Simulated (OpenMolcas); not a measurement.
## P⁺: CASPT2 settings compared

```json
{
  "Program": "OpenMolcas",
  "Basis": "ANO-R1 [4s3p1d]",
  "Scalar Hamiltonian": "X2C, finite nucleus",
  "Active space": "4 electrons in 4 orbitals (3s 3p)",
  "State averaging": "2S+1 = 3 even, 3 roots; 2S+1 = 1 even, 6 roots kept (CI in the orbitals of an earlier block); 2S+1 = 5 odd, 1 root; 2S+1 = 3 odd, 9 roots kept (CI in the orbitals of an earlier block); 2S+1 = 1 odd, 5 roots kept (CI in the orbitals of an earlier block)",
  "Spin-orbit coupling": "state interaction with AMFI integrals over the reference wave functions, term energies averaged over their components"
}
```

Methods on the same reference wave functions:
A. CASSCF
B. SS-CASPT2, IPEA 0.15 Eh, real shift 0.5 Eh (closed shells correlated: none)
C. SS-CASPT2, IPEA 0.15 Eh, imaginary shift 0.4 Eh (closed shells correlated: none)
D. XMS-CASPT2, IPEA 0.2 Eh, imaginary shift 0.2 Eh (closed shells correlated: 2s 2p)

Energies in cm-1 above 3s2 3p2 3P0, the measured ground level; measured values from NIST Handbook of Basic Atomic Spectroscopic Data.

| Level | A | B | C | D | Measured |
| --- | --- | --- | --- | --- | --- |
| 3s2 3p2 3P0 | 0.0 | 0.0 | 0.0 | 0.0 | 0.0 |
| 3s2 3p2 3P1 | 153 | 153 | 153 | 153 | 165 |
| 3s2 3p2 3P2 | 439 | 438 | 438 | 438 | 469 |
| 3s2 3p2 1D2 | 11611 | 10190 | 10040 | 10040 | 8882 |
| 3s2 3p2 1S0 | 20785 | 21650 | 21590 | 22010 | 21576 |
| 3s 3p3 5S* 2 | 34672 | 39760 | 40030 | 40730 | 45697 |
| 3s 3p3 3D* 2 | 74266 | 67440 | 67070 | 65520 | 65272 |
| 3s 3p3 3D* 1 | 74269 | 67440 | 67080 | 65520 | 65251 |
| 3s 3p3 3D* 3 | 74272 | 67440 | 67080 | 65520 | 65307 |
| 3s 3p3 3P* 0 | 85797 | 81330 | 81030 | 79740 | 76823 |
| 3s 3p3 3P* 1 | 85800 | 81330 | 81030 | 79740 | 76812 |
| 3s 3p3 3P* 2 | 85804 | 81340 | 81040 | 79740 | 76764 |

Deviations, from unrounded energies. A percentage is the sum of absolute deviations over the sum of measured energies, with the sign that they share, or ± where signs differ.

```json
{"Against measurement": "mean absolute deviation (cm-1)", "Levels": "11", "A": "6200", "B": "2500", "C": "2300", "D": "1500"}
{"Against measurement": "fine structure of the ground term (%)", "Levels": "2", "A": "-6.6", "B": "-6.8", "C": "-6.8", "D": "-6.8"}
{"Against measurement": "other terms of the ground configuration (%)", "Levels": "2", "A": "±11.6", "B": "+4.5", "C": "+3.8", "D": "+5.2"}
{"Against measurement": "other configurations (%)", "Levels": "7", "A": "±13.8", "B": "±5.5", "C": "±5.0", "D": "±3.1"}
```

D lies closest to measurement on these levels and A furthest from it. The largest miss of D in the table is 3s 3p3 5S* 2, by -5000 cm-1. The ranking rests on the paired levels alone, and a cruder setting can come out closer through cancelling errors.

Among B to D the level of the table that moves most is 3s 3p3 3D* 3, by 1900 cm-1 (lowest in D, highest in B). Moves below CASPT2's spread within the term are not significant.

The mean deviations of B to D differ by less than CASPT2's widest spread within a term (1300 cm-1), so their order carries little weight.

From A to B the spin-free energies of the other terms of 3s2 3p2 shown, above 3P, scale by factors of 0.87 to 1.04.

The lowest spin-free term lies below A's lowest term by 0.043 hartree in B, 0.046 hartree in C, 0.058 hartree in D.

Term energies are means over components that CASPT2 splits; among the terms shown or strongly mixed into the levels shown the widest spread is 1300 cm-1 (3s 3p3 3D*, D). Over all roots computed the reference weight is 0.93 to 0.99 in C, 0.88 to 0.99 in D; the roots of lowest weight are the least certain, and an intruder state may touch them. Terms from blocks run as CI alone lack orbitals of their own. Terms of s pⁿ other than that of highest spin mix with s² pⁿ⁻² d, which this space lacks; all of them can be thousands of cm-1 off, and some have no real level of that name. Without dynamic correlation excited terms often stand tens of per cent too high (terms of higher spin than the ground term too low), and those without a measured partner can miss by more than the paired ones (holds for A). Measured partners are found by configuration, term and J. A level has none where our copy of the source lacks it or the pairing is in doubt (some pairs that miss far off the trend of their configuration count as doubtful), and it then counts in no deviation. Levels of configurations outside the active space are missing. The table leaves out levels that lie high or whose names do not pair safely across all columns.

* marks odd parity.
